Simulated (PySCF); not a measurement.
Two species compared at the same levels of theory.

First species: C7H9NS.
SMILES: `NCc1ccc(S)cc1`

Second species: C₆H₈O₂S.
SMILES: `COc1ccsc1CO`

Levels: PBE0/pcSseg-1 for dipole moment, HOMO energy, LUMO energy and HOMO–LUMO gap; GFN2-xTB for rotational constant A and rotational constant C. Geometries: GFN2-xTB. Each species is one conformer at its optimised geometry, gas phase, non-relativistic unless stated; the electronic structure was computed with PySCF and density fitting.

The conformers computed, where there is a choice (atom-mapped SMILES and torsion angles):
- `[NH2:1][CH2:2][c:3]1[cH:4][cH:5][c:6]([SH:7])[cH:8][cH:9]1`: N1–C2–C3–C4 87°, H–N1–C2–C3 59°, H–N1–C2–C3 -59°, H–S7–C6–C5 1°
- `[CH3:1][O:2][c:3]1[cH:4][cH:5][s:6][c:7]1[CH2:8][OH:9]`: C1–O2–C3–C4 1°, S6–C7–C8–O9 -135°, H–O9–C8–C7 -51°

```
             property   column X   column Y
        dipole moment     1.03 D     3.43 D
          HOMO energy   -6.23 eV   -6.28 eV
          LUMO energy   -0.47 eV   -0.47 eV
        HOMO–LUMO gap    5.76 eV    5.81 eV
rotational constant A  4.372 GHz  1.758 GHz
rotational constant C  0.624 GHz  0.799 GHz
```

Which column belongs to which species?

Column X is the first species and column Y the second. The first has 18 atoms and 74 electrons, the second 17 and 76.

How does each property change from the first species to the second?

dipole moment +2.40 D; HOMO energy -0.05 eV; LUMO energy 0.00 eV; HOMO–LUMO gap +0.05 eV; rotational constant A -2.614 GHz; rotational constant C +0.175 GHz.

On the first: In atomic units the dipole is 0.41 e·bohr (1 au = 2.5417 D).

On the second: In atomic units the dipole is 1.35 e·bohr (1 au = 2.5417 D).
